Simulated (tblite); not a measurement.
Problem. What does the GFN2-xTB structure of InChI=1S/C9H3NS4/c1-2-11-7-4(1)5-6-9(12-3-10-6)14-8(5)13-7/h1-3H look like in three dimensions?

Solution. 
```xyz
17
C9H3NS4 angstrom
C     -3.308    0.727    0.325
C     -1.983    1.001    0.282
C     -1.201   -0.179    0.227
C     -1.991   -1.322    0.231
S     -3.673   -0.970    0.301
S     -1.111   -2.817    0.167
C      0.359   -1.892    0.133
S      2.017   -2.416    0.061
C      2.489   -0.753    0.080
S      3.998    0.071    0.042
C      3.079    1.565    0.108
N      1.807    1.451    0.152
C      1.428    0.153    0.138
C      0.178   -0.518    0.169
H     -4.125    1.418    0.370
H     -1.562    1.989    0.288
H      3.592    2.505    0.109
```

Any rigid rotation of these coordinates is as good. Atoms count from 1 in this order. The C–C distances run from 1.354 Å (C1–C2, aromatic) to 1.421 Å (C3–C14, aromatic), a spread of 0.067 Å. S8 (thiophene-type sulfur) is bent (angle 88.3°). The 5-membered ring C3–C4–S6–C7–C14 has internal angles of 88.3° to 114.9°; it is planar, 0.00 Å rms from its mean plane, widest ring torsion 0°. S6 (thiophene-type sulfur) is bent (angle 88.3°).

Bonds between heavy atoms (Å): C1–C2 1.354, C2–C3 1.417, C3–C4 1.389, C4–S5 1.720, C4–S6 1.736, S6–C7 1.737, C7–S8 1.740, S8–C9 1.729, C9–S10 1.721, S10–C11 1.755, C11–N12 1.279, N12–C13 1.352, C13–C14 1.419, C1–S5 1.735, C7–C14 1.387, C3–C14 1.421, C9–C13 1.396.

The geometry is computed with GFN2-xTB (gas phase).

Point group: Cs (every atom within 0.08 Å of its image). Its GFN2-xTB frequencies are all real (lowest 74 cm⁻¹).
